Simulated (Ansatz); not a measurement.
Cost against result

Saddle point of SiH5BrO, singlet (SiH₃Br ([SiH3][Br]) + H₂O → SiH₄O ([OH][SiH3]) + HBr; bonds formed: Si1–O7, Br2–H6; bonds broken: Si1–Br2, H6–O7), PBE0-D4/def2-TZVP structure:

```
atom    x (Å)    y (Å)    z (Å)
 Si1  -0.3729   0.4062  -0.5289
 Br2   0.7880  -1.7121  -1.2228
  H3  -1.5853  -0.1382  -1.1857
  H4  -1.0186   1.3640   0.4434
  H5   0.5098   1.2576  -1.3465
  H6   0.9459  -1.0276   0.8858
  O7   0.5951  -0.1225   1.0548
  H8   0.1379  -0.0274   1.8999
```

Barriers are electronic and count from the start structure reached by relaxing down the imaginary mode.

Program: Ansatz 0.2.0. Basis: as named in each row. Cores are frozen in the correlated methods. Filled d shells of the heavier atoms are correlated. The def2 sets are not built for correlating such inner shells, so the correlated values are less sure here. B3LYP uses VWN-RPA correlation. Extrapolation: Hartree–Fock as exp(−7.88 √X), correlation as X^−2.97.

Times are rough, for one single point on 4 threads of a shared host (Arm Neoverse V2).

The estimate by CCSD(T) at an estimated basis limit (MP2 extrapolated from triple and quadruple zeta, plus CCSD(T) − MP2 in triple zeta) is 88.1 kJ/mol.

```json
{"method": "HF", "basis": "STO-3G", "time (s)": "under 1", "barrier (kJ/mol)": "137.0", "method less estimate": "48.9"}
{"method": "PBE-D4", "basis": "STO-3G", "time (s)": "under 1", "barrier (kJ/mol)": "25.3", "method less estimate": "-62.9"}
{"method": "SPW92", "basis": "def2-SVP", "time (s)": "under 1", "barrier (kJ/mol)": "36.0", "method less estimate": "-52.1"}
{"method": "PBE-D4", "basis": "def2-SVP", "time (s)": "under 1", "barrier (kJ/mol)": "65.2", "method less estimate": "-22.9"}
{"method": "B3LYP-D4", "basis": "6-31G", "time (s)": "under 1", "barrier (kJ/mol)": "60.0", "method less estimate": "-28.1"}
{"method": "PBE0-D4", "basis": "def2-SVP", "time (s)": "under 1", "barrier (kJ/mol)": "73.4", "method less estimate": "-14.7"}
{"method": "SPW92", "basis": "def2-TZVPP", "time (s)": "under 1", "barrier (kJ/mol)": "44.8", "method less estimate": "-43.4"}
{"method": "PBE-D4", "basis": "def2-TZVPP", "time (s)": "1", "barrier (kJ/mol)": "72.2", "method less estimate": "-15.9"}
{"method": "BLYP-D4", "basis": "def2-TZVPP", "time (s)": "1", "barrier (kJ/mol)": "81.1", "method less estimate": "-7.0"}
{"method": "B3LYP-D4", "basis": "def2-TZVPP", "time (s)": "2", "barrier (kJ/mol)": "84.2", "method less estimate": "-3.9"}
{"method": "BHLYP-D4", "basis": "def2-TZVPP", "time (s)": "2", "barrier (kJ/mol)": "89.4", "method less estimate": "1.2"}
{"method": "PBE0-D4", "basis": "def2-TZVPP", "time (s)": "2", "barrier (kJ/mol)": "77.6", "method less estimate": "-10.6"}
{"method": "CAM-B3LYP-D4", "basis": "def2-TZVPP", "time (s)": "2", "barrier (kJ/mol)": "83.1", "method less estimate": "-5.0"}
{"method": "CCSD(T)", "basis": "def2-SVP", "time (s)": "2", "barrier (kJ/mol)": "98.2", "method less estimate": "10.1"}
{"method": "r2SCAN-D4", "basis": "def2-TZVPP", "time (s)": "3", "barrier (kJ/mol)": "76.1", "method less estimate": "-12.1"}
{"method": "RPA on PBE", "basis": "def2-TZVPP", "time (s)": "3", "barrier (kJ/mol)": "93.5", "method less estimate": "5.4"}
{"method": "B2PLYP", "basis": "def2-TZVPP", "time (s)": "3", "barrier (kJ/mol)": "87.2", "method less estimate": "-1.0"}
{"method": "PBE-QIDH", "basis": "def2-TZVPP", "time (s)": "3", "barrier (kJ/mol)": "82.2", "method less estimate": "-5.9"}
{"method": "wB97M-V", "basis": "def2-SVP", "time (s)": "4", "barrier (kJ/mol)": "73.5", "method less estimate": "-14.7"}
{"method": "r2SCAN0-D4", "basis": "def2-TZVPP", "time (s)": "4", "barrier (kJ/mol)": "79.0", "method less estimate": "-9.1"}
{"method": "wB97X-V", "basis": "def2-TZVPP", "time (s)": "5", "barrier (kJ/mol)": "85.2", "method less estimate": "-2.9"}
{"method": "B97M-V", "basis": "def2-TZVPP", "time (s)": "6", "barrier (kJ/mol)": "81.8", "method less estimate": "-6.3"}
{"method": "wB97M-V", "basis": "def2-TZVPP", "time (s)": "6", "barrier (kJ/mol)": "80.0", "method less estimate": "-8.1"}
{"method": "MP2", "basis": "def2-QZVPP", "time (s)": "13", "barrier (kJ/mol)": "85.9", "method less estimate": "-2.2"}
{"method": "CCSD(T)", "basis": "def2-TZVPP", "time (s)": "50", "barrier (kJ/mol)": "89.8", "method less estimate": "1.7"}
```

All methods are single points on the PBE0-D4 structures.

T1 diagnostic: at most 0.009.

The step is the kind of ligand exchange by which a precursor binds to a hydroxyl group, or is hydrolysed, in atomic layer deposition of oxides.

Labels in which every atom is bracketed show which atoms are joined, not bond orders.
